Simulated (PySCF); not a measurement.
A homologous series of growing length: n-germane amino/formyl. All species are isolated molecules in the gas phase. One relaxed conformer stands for each flexible species; it need not be the lowest. Strings in code marks are SMILES.

The LUMO from two functionals at the same geometries (PBE0-D4/def2-SVP), both in PySCF: PBE-D3(BJ)/def2-TZVP and B3LYP-D3(BJ)/def2-TZVP. B3LYP has the VWN-RPA correlation part, as in Gaussian. 

| species | PBE-D3(BJ)/def2-TZVP (eV) | B3LYP-D3(BJ)/def2-TZVP (eV) |
|---|---|---|
| n = 1 (`[CH]([GeH2][NH2])=O`) | -2.59 | -1.70 |
| n = 2 (`[GeH2]([CH]=O)[GeH2][NH2]`) | -2.67 | -1.81 |
| n = 3 (`[GeH2]([GeH2][CH]=O)[GeH2][NH2]`) | -2.67 | -1.83 |
| n = 4 (`[GeH2]([GeH2][GeH2][CH]=O)[GeH2][NH2]`) | -2.69 | -1.90 |
| n = 5 (`[GeH2]([NH2])[GeH2][GeH2][GeH2][GeH2][CH]=O`) | -2.71 | -1.92 |
| n = 6 (`[NH2][GeH2][GeH2][GeH2][GeH2][GeH2][GeH2][CH]=O`) | -2.73 | -1.94 |

Over these rows, drawn at random from the members with no instability flagged (it was tested for open shells, ions and some series alone), PBE minus B3LYP-D3(BJ): mean -0.83 eV, from -0.89 eV to -0.79 eV.
